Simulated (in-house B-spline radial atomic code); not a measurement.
Results of a calculation; reference values are marked as such.
Kr in an electron gas of r_s = 4: phase shifts, screening and friction

A nucleus sits in a uniform electron gas with a rigid positive background. The Kohn-Sham equations are solved self-consistently in the spin-unpolarised LDA (PW92), non-relativistic, on B-splines with outgoing waves at the boundary and partial waves to l = 8. The model has no lattice, no bands and no magnetic solution. Atomic units; δ_l are the phase shifts at the Fermi level, counted so that each bound state adds π, and good to about 0.0005.

The density parameter is r_s = 4 bohr.

| l | δ_l (rad) |
| --- | --- |
| 0 | 12.0902 |
| 1 | 9.2653 |
| 2 | 3.3351 |
| 3 | 0.0010 |
| 4 | -0.0022 |
| 5 | 0.0001 |
| 6 | 0.0000 |
| 7 | 0.0001 |
| 8 | 0.0000 |

Bound levels below the band bottom (hartree): s -9.196, p -6.967, d -2.955, s -0.7072, p -0.2342 and deeper ones.

(1) Check the Friedel sum rule, and say where the screening charge sits.

(2) Find the transport cross section and the electronic stopping of a 10 keV Kr ion (mass 83.8 u).

Answers

(1) k_F = (9π/4)^(1/3)/r_s = 0.47979. The rule is Z = (2/π) Σ (2l + 1) δ_l. The terms are s 7.697, p 17.695, d 10.616, f 0.004 and -0.011 beyond, in all 36.002 against Z = 36. Bound states hold 8 s, 18 p, 10 d electrons, so the scattering states carry 0.00 in all; where a term is smaller than its bound count, the bound level has drawn weight out of the band.

(2) σ_tr = (4π/k_F²) Σ (l + 1) sin²(δ_l − δ_(l+1)). The terms for l = 0 to 3 are 0.0970, 0.2390, 0.1098, 0.0000, all together 0.4459, so σ_tr = 54.589 × 0.4459 = 24.340 bohr². With n = 3/(4π r_s³) = 0.00373, the friction coefficient is Q = n k_F σ_tr = 0.0436. For v well below v_F = 0.480, dE/dx = Q v; with 24801 eV per u at v = 1, v = √(10000/(24801 × 83.8)) = 0.0694, so dE/dx = 0.00302 hartree/bohr = 1.55 eV/nm. The largest term couples the p and d waves.
